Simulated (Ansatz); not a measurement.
Two members of one family (Same ligands, another metal), computed with Ansatz in the gas phase; def2 core potentials for Zr, no spin–orbit coupling. The two geometries come from different levels. The structures are stationary points that may keep the symmetry of their start.

First: ZrF2Cl2 (singlet, charge 0, r2SCAN-D4/def2-SVP geometry).

```xyz
5

Zr    0.079    0.002    0.044
F     1.101   -1.500    0.564
F     0.986    1.560    0.609
Cl   -2.025   -0.092    1.071
Cl   -0.140    0.029   -2.289
```

```json
{"level": "revPBE-D4/def2-TZVP", "HOMO (eV)": "-8.32", "LUMO (eV)": "-2.99", "gap (eV)": "5.33"}
{"level": "BLYP-D4/def2-TZVP", "HOMO (eV)": "-8.22", "LUMO (eV)": "-2.96", "gap (eV)": "5.26"}
{"level": "r2SCAN-D4/def2-TZVP", "HOMO (eV)": "-8.79", "LUMO (eV)": "-2.97", "gap (eV)": "5.82"}
{"level": "PBE0-D4/def2-SVP", "HOMO (eV)": "-9.76", "LUMO (eV)": "-2.21", "gap (eV)": "7.55"}
{"level": "r2SCAN0-D4/def2-TZVP", "HOMO (eV)": "-10.08", "LUMO (eV)": "-2.23", "gap (eV)": "7.86"}
```

Metal–donor distances: 2 × F 1.89 Å, 2 × Cl 2.34 Å.

Second: TiF2Cl2 (singlet, charge 0, B3LYP-D4/def2-SVP geometry).

Cartesian coordinates in Å:
```
Ti -0.0057 0.0421 -0.0862
F -1.4385 0.1785 -1.0428
F 1.3035 0.7876 -0.9328
Cl 0.4482 -2.0618 0.2430
Cl -0.3074 1.0537 1.8187
```

**Question.** What does the change do? Estimate second minus first.

**Answer.** 
```json
{"level": "revPBE-D4/def2-TZVP", "Δ HOMO (eV)": "-0.05", "Δ LUMO (eV)": "-1.35", "Δ gap (eV)": "-1.30"}
{"level": "BLYP-D4/def2-TZVP", "Δ HOMO (eV)": "-0.05", "Δ LUMO (eV)": "-1.36", "Δ gap (eV)": "-1.31"}
{"level": "r2SCAN-D4/def2-TZVP", "Δ HOMO (eV)": "-0.05", "Δ LUMO (eV)": "-1.49", "Δ gap (eV)": "-1.44"}
{"level": "PBE0-D4/def2-SVP", "Δ HOMO (eV)": "0.01", "Δ LUMO (eV)": "-1.48", "Δ gap (eV)": "-1.49"}
{"level": "r2SCAN0-D4/def2-TZVP", "Δ HOMO (eV)": "-0.05", "Δ LUMO (eV)": "-1.40", "Δ gap (eV)": "-1.34"}
```

Metal–donor distances: 2 × F 1.73 Å, 2 × Cl 2.18 Å.
